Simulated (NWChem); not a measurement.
All runs are NWChem calculations. System: C$_{2}$H$_{4}$ClF, charge 0, spin multiplicity 1, at a geometry optimised with PBE0/def2-SVP. The structure started from a generated list of species. Level: G0W0@PBE0/def2-TZVPD, RI basis def2-tzvpd-rifit.

Job file:

```
start mol
memory heap 200 mb stack 700 mb global 1700 mb
geometry units angstroms nocenter noautoz noautosym
  C     -1.502794    -0.576745     0.221736
  C     -0.009584    -0.458370     0.336480
  F      0.593466    -1.313989    -0.522897
  Cl     0.529100     1.208405    -0.033250
  H     -1.816624    -0.335759    -0.803515
  H     -1.804758    -1.608603     0.455554
  H     -2.000537     0.109774     0.918952
  H      0.360296    -0.671711     1.351046
end
basis spherical
  * library def2-tzvpd
end
basis "ri basis" bse spherical
  * library def2-tzvpd-rifit
end
dft
  xc pbe0
  iterations 100
  direct
  tolerances tight
end
task dft energy
gw
  method cdgw
  states alpha occ 4 vir 2
end
task dft gw
```

Part of the output:

```
             Northwest Computational Chemistry Package (NWChem) 7.3.0
             --------------------------------------------------------

                                NWChem Input Module
                                -------------------

 Scaling coordinates for geometry "geometry" by  1.889725989
 (inverse scale =  0.529177249)

                             Geometry "geometry" -> ""
                             -------------------------

 Output coordinates in angstroms (scale by  1.889725989 to convert to a.u.)

  No.       Tag          Charge          X              Y              Z
 ---- ---------------- ---------- -------------- -------------- --------------
    1 C                    6.0000    -1.50279400    -0.57674500     0.22173600
    2 C                    6.0000    -0.00958400    -0.45837000     0.33648000
    3 F                    9.0000     0.59346600    -1.31398900    -0.52289700
    4 Cl                  17.0000     0.52910000     1.20840500    -0.03325000
    5 H                    1.0000    -1.81662400    -0.33575900    -0.80351500
    6 H                    1.0000    -1.80475800    -1.60860300     0.45555400
    7 H                    1.0000    -2.00053700     0.10977400     0.91895200
    8 H                    1.0000     0.36029600    -0.67171100     1.35104600

 Effective nuclear repulsion energy (a.u.)     166.3587896783

            Nuclear Dipole moment (a.u.)
            ----------------------------
        X                 Y               Z
 ---------------- ---------------- ----------------
     0.0000056692    -0.0000094486     0.0000188973


 Summary of "ao basis" -> "" (spherical)
 ------------------------------------------------------------------------------
       Tag                 Description            Shells   Functions and Types
 ---------------- ------------------------------  ------  ---------------------
 *                         def2-tzvpd                 on all atoms

 new library libraries.bse/

 Summary of "ri basis" -> "" (spherical)
 ------------------------------------------------------------------------------
[...]
          39.560276732273         -25.189622072114         526.255223886258

     Multipole analysis of the density
     ---------------------------------

     L   x y z        total         alpha         beta         nuclear
     -   - - -        -----         -----         ----         -------
     0   0 0 0     -0.000000    -21.000000    -21.000000     42.000000

     1   1 0 0     -0.642113     -0.321059     -0.321059      0.000006
     1   0 1 0     -0.273203     -0.136597     -0.136597     -0.000009
     1   0 0 1      0.513570      0.256776      0.256776      0.000019

     2   2 0 0    -22.285005    -68.581355    -68.581355    114.877705
     2   1 1 0      0.710180    -21.301928    -21.301928     43.314036
     2   1 0 1      0.285496     10.543043     10.543043    -20.800590
     2   0 2 0    -23.913127    -95.489542    -95.489542    167.065957
     2   0 1 1     -1.158084     -5.111292     -5.111292      9.064500
     2   0 0 2    -22.321651    -23.618240    -23.618240     24.914829

 Task  times  cpu:      118.8s     wall:      118.8s

                                NWChem Input Module
                                -------------------

                                 NWChem GW Module
                                 ----------------

                             ***********************
                             ***        GW       ***
                             ***********************

 Summary of "ri basis" -> "ri basis" (spherical)
 ------------------------------------------------------------------------------
       Tag                 Description            Shells   Functions and Types
 ---------------- ------------------------------  ------  ---------------------
 C                      def2-tzvpd-rifit            26       92   9s7p5d4f1g
 F                      def2-tzvpd-rifit            26       92   9s7p5d4f1g
 Cl                     def2-tzvpd-rifit            33      129   10s8p7d6f2g
 H                      def2-tzvpd-rifit            10       24   5s3p2d

                 Memory Information
                 ------------------
          Available GA per process is          1699.7 MBs
          Available stack per process is        700.0 MBs
          Available heap per process is           0.0 MBs

          Peak memory in Initialization
              Peak GA per process is                 19.5 MBs
              Peak stack per process is               0.5 MBs
              Peak heap per process is               20.1 MBs
              Memory not in MA per process            0.0 MBs

          Peak memory in CDGW Calculation
              Peak GA per process is                 23.6 MBs
              Peak stack per process is               3.8 MBs
              Peak heap per process is                4.2 MBs
              Memory not in MA per process            0.0 MBs

          Computing 2-center integrals
          Computing Inverse Cholesky factor
          Computing 3-center integrals
          Computing Vxc

          Computing Sigma_x
          Computing W(iw) on the imaginary grid
          Solving quasiparticle equations

                  Alpha Orbitals
          State     Energy (eV)     Error (eV)
          -----------------------------------
@GW        18        -13.128           0.002
@GW        19        -12.784           0.002
@GW        20        -11.378           0.001
@GW        21        -11.049           0.002
@GW        22          1.831           0.004
@GW        23          1.895           0.003

     GW Timing Statistics
   ------------------------
   Init.   :          0.2s
     ERIs  :          5.9s
     Distr.:          0.1s
     Vxc   :         13.0s
   Vmo     :          0.0s
   iW      :          9.6s
   I_n     :          0.0s
   R_n     :          1.0s
   GW total:         29.7s

 Task  times  cpu:       29.7s     wall:       29.7s

 Total times  cpu:      148.6s     wall:      148.6s
```
